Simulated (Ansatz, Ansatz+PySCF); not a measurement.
```
atom   x (Å)   y (Å)    z (Å)
  Li  0.0000  0.0000  -0.4793
   H  0.0000  0.0000   1.4381
```

Basis set: 6-31G (spherical functions). All electrons are correlated. Charge 0, multiplicity 1.

Computed with Ansatz (development build ahead of 0.2.0); each method stands on the lowest determinant of its kind that the runs found. Restricted open shells among the atoms or ions are ROHF, correlated in semicanonical orbitals with singles. Restricted functionals stand beside restricted open-shell atoms, which can lie above the unrestricted atoms usual in DFT and then raise those values.

The atomization energy at this shape (free ground-state atoms in the same class of orbitals less the molecule, no zero-point energy) of singlet LiH:

```tsv
method	atomization energy
RHF-CCSD(T)	1.76 eV
RHF-MP2	1.54 eV
RHF	1.18 eV
```

What does PBE0 (restricted) give?

2.01 eV.

This basis has no polarisation functions and is too small for such energies, which can lie far from measured ones in either direction.
